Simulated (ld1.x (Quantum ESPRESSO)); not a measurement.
# Which change was made? (Br, TM)

bromine, norm-conserving Troullier–Martins (Kleinman–Bylander form), made with ld1.x (Quantum ESPRESSO) 7.5 (Wu–Cohen, scalar-relativistic). Core [Ar], reference 3d10 4s2 4p5. Waves: 4s (bound): rc 1.15 bohr; 4p (bound): rc 1.20 bohr; 3d (bound): rc 0.65 bohr. Local part: all-electron potential smoothed inside 0.55 bohr (lloc = -2). Core correction: a·sin(br)/r model core, default radius (core density twice the valence density).

Cutoffs, loose and tight: the cutoffs (Ry, on a coarse ladder) from which the occupation-weighted sum of valence levels, in a spherical-Bessel basis at the reference potential, stays within 10 and 1 mRy of its value at 400 Ry. They do not see the model core or the augmentation charge, which bear on the density cutoff. Test errors are all-electron minus pseudo excitation energies from the reference, over the configurations 3d10 4s2 4p4; 3d10 4s2 4p3; 3d10 4s2 4p2; 3d10 4s2 4p1; 3d9 4s2 4p5; 3d10 4s2 4p4.5; 3d10 4s1 4p6; variants that change the core or the reference have their own tests. The largest error is taken over the tests solved by every variant that gives reliable tests at all, those not shown here included: 3d10 4s1 4p6; 3d10 4s2 4p2; 3d10 4s2 4p3; 3d10 4s2 4p4; 3d10 4s2 4p4.5.

The base gives: outcome: generated; bound ghosts: s, p; largest test error (meV): -38.

Question: After one change the result is: outcome: failed: compute_chi: chi too large beyond r_c. Which change was it?
A. wave 4p (bound): rc 1.20 bohr becomes 4p (bound): rc 1.06 bohr
B. type PAW; waves now 4s (bound): rcut 1.00, rcutus 1.15 bohr; 4s channel at -0.15 Ry: rcut 1.00, rcutus 1.15 bohr; 4p (bound): rcut 1.05, rcutus 1.20 bohr; 4p channel at 4.8 Ry: rcut 1.05, rcutus 1.20 bohr; 3d (bound): rcut 0.55, rcutus 0.65 bohr; 3d channel at -4.35 Ry: rcut 0.55, rcutus 0.65 bohr; local potential all-electron potential smoothed inside 1.20 bohr (lloc = -2); augmentation GAUSS, radius 0.60 bohr
C. local potential the s channel

Answer: B. The others give: local potential the s channel → outcome: generated; bound ghosts: p; largest test error (meV): 7 of 7 tests not solved or not reliable | wave 4p (bound): rc 1.20 bohr becomes 4p (bound): rc 1.06 bohr → outcome: generated; bound ghosts: s, p; largest test error (meV): -99.
